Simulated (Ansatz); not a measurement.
Species: C4H2BrSe, charge -1, multiplicity 1. It need not be the lowest isomer of its formula. Whether it binds its extra electron was not tested at this geometry. 
Coordinates optimised at B3LYP-D3(BJ)/def2-TZVP (Ansatz, a quantum-chemistry and plane-wave program):
```
C
C 1 1.3599
H 1 1.0854 2 122.13
C 1 1.4360 3 123.74 2 -180.00
C 4 1.3848 1 121.27 3 -180.00
H 4 1.0902 5 119.74 1 -180.00
Se 2 1.8894 1 109.63 3 180.00
Br 2 1.9244 1 123.85 3 0.00
```
Charge -1, spin multiplicity 1.

Total electronic energies in hartree. Valence correlation only, unless marked. No spin-orbit coupling. Frozen are the shells of the preceding noble gas and the d and f shells that filled before the atom's block. Non-relativistic. CBS(X,Y): correlation extrapolated as X^-3; Hartree-Fock from the larger set. [CCSD(T)-MP2]/basis is that difference in the basis named.

The Hartree-Fock reference is unstable (checked in the largest basis), which strains HF and MP2. 

```json
[
 {"level": "RI-HF/aug-cc-pVQZ", "program": "Ansatz", "energy (Eh)": "-5124.98085"},
 {"level": "PBE/def2-TZVPD", "program": "Ansatz", "energy (Eh)": "-5128.42947"},
 {"level": "BLYP-D3(BJ)/def2-TZVPD", "program": "Ansatz + dftd3", "energy (Eh)": "-5129.39155"},
 {"level": "revPBE/def2-TZVPD", "program": "Ansatz", "energy (Eh)": "-5128.90902"},
 {"level": "B3LYP/def2-TZVPD", "program": "Ansatz", "energy (Eh)": "-5129.42418"},
 {"level": "PBE0/STO-3G", "program": "Ansatz", "energy (Eh)": "-5071.87226"},
 {"level": "PBE0/def2-SVP", "program": "Ansatz", "energy (Eh)": "(withheld)"},
 {"level": "PBE0-D3(BJ)/def2-TZVP", "program": "Ansatz + dftd3", "energy (Eh)": "(withheld)"},
 {"level": "BHLYP-D3(BJ)/def2-TZVPD", "program": "Ansatz + dftd3", "energy (Eh)": "-5129.24757"},
 {"level": "BHLYP/def2-TZVPD", "program": "Ansatz", "energy (Eh)": "-5129.23139"},
 {"level": "r2SCAN0/def2-TZVPD", "program": "Ansatz", "energy (Eh)": "-5129.21708"},
 {"level": "RPA@PBE/cc-pVQZ", "program": "Ansatz", "energy (Eh)": "-5126.55431"},
 {"level": "MP2/cc-pVDZ", "program": "Ansatz", "energy (Eh)": "-5125.52623"},
 {"level": "MP2/cc-pVQZ", "program": "Ansatz", "energy (Eh)": "-5126.00975"},
 {"level": "RI-MP2/aug-cc-pVQZ", "program": "Ansatz", "energy (Eh)": "-5126.02315"},
 {"level": "RI-MP2/cc-pVQZ", "program": "Ansatz", "energy (Eh)": "-5126.00927"},
 {"level": "SCS-MP2/cc-pVDZ", "program": "Ansatz", "energy (Eh)": "-5125.49621"},
 {"level": "SCS-MP2/cc-pVQZ", "program": "Ansatz", "energy (Eh)": "-5125.99034"},
 {"level": "CCSD(T)/6-31G*", "program": "Ansatz", "energy (Eh)": "-5125.01445"},
 {"level": "CCSD(T)/aug-cc-pVDZ", "program": "Ansatz", "energy (Eh)": "-5125.66513"},
 {"level": "CCSD(T)/cc-pVDZ", "program": "Ansatz", "energy (Eh)": "-5125.59344"},
 {"level": "RI-MP2/CBS(aug-cc-pVTZ,aug-cc-pVQZ)+[CCSD(T)-MP2]/aug-cc-pVTZ", "program": "Ansatz", "energy (Eh)": "-5126.1491"},
 {"level": "CCSD(T)/CBS(aug-cc-pVTZ,aug-cc-pVQZ)", "program": "Ansatz", "energy (Eh)": "-5126.1380"}
]
```

Question: What belongs in the gaps?

Answer: 
- PBE0/def2-SVP, energy (Eh): -5127.81234
- PBE0-D3(BJ)/def2-TZVP, energy (Eh): -5128.60171
